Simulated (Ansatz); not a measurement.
Born–Oppenheimer molecular dynamics of F$_{5}$H$_{2}$STa (9 atoms, charge 0, multiplicity 1). It starts at the highest image of a converged band, a first-order saddle point between two minima.

Level of theory: RKS PBE-D4/def2-SVP (Ansatz).

```json
{
  "ensemble": "NVE (velocity Verlet)",
  "time step": "0.5 fs",
  "steps asked": "200",
  "starting velocities drawn for": "300 K",
  "seed": "9881"
}
```

First frame:

```xyz
9
Properties=species:S:1:pos:R:3
Ta -0.235 -0.264 0.254
F 1.934 0.036 0.316
F -0.209 0.204 2.085
F 0.040 -1.174 -1.385
F -0.124 1.472 -0.439
F -2.055 -0.673 0.278
S 0.986 -2.328 1.240
H 1.142 -2.986 0.056
H 1.963 -0.983 0.767
```

Question: How far do the bonds stretch over the last three quarters of this one trajectory? (Pairs bonded in most of those frames.)

Answer: 
```json
{"bond": "Ta1–F2", "mean (Å)": "2.337", "spread (Å)": "0.096", "shortest": "2.16", "longest": "2.44"}
{"bond": "Ta1–F3", "mean (Å)": "1.886", "spread (Å)": "0.028", "shortest": "1.85", "longest": "1.93"}
{"bond": "Ta1–F4", "mean (Å)": "1.895", "spread (Å)": "0.003", "shortest": "1.89", "longest": "1.90"}
{"bond": "Ta1–F5", "mean (Å)": "1.876", "spread (Å)": "0.004", "shortest": "1.87", "longest": "1.88"}
{"bond": "Ta1–F6", "mean (Å)": "1.866", "spread (Å)": "0.012", "shortest": "1.84", "longest": "1.88"}
{"bond": "Ta1–S7", "mean (Å)": "2.542", "spread (Å)": "0.048", "shortest": "2.46", "longest": "2.60"}
{"bond": "F2–H9", "mean (Å)": "1.023", "spread (Å)": "0.043", "shortest": "0.95", "longest": "1.11"}
{"bond": "S7–H8", "mean (Å)": "1.368", "spread (Å)": "0.028", "shortest": "1.33", "longest": "1.41"}
```

Mean temperature of the second half: 144 K. The conserved energy stayed within 0.081 meV per atom of its start (net change 0.033 meV per atom), so the integration is sound. A run of 0.1 ps of so small a system gives no equilibrium averages. The orbitals stay closed-shell, which can raise the energy where a bond breaks towards radicals; this wasn't checked here.

Time of the run: 6.3 min on 4 threads of Arm Neoverse V1 (shared host), peak memory 0.2 GiB.
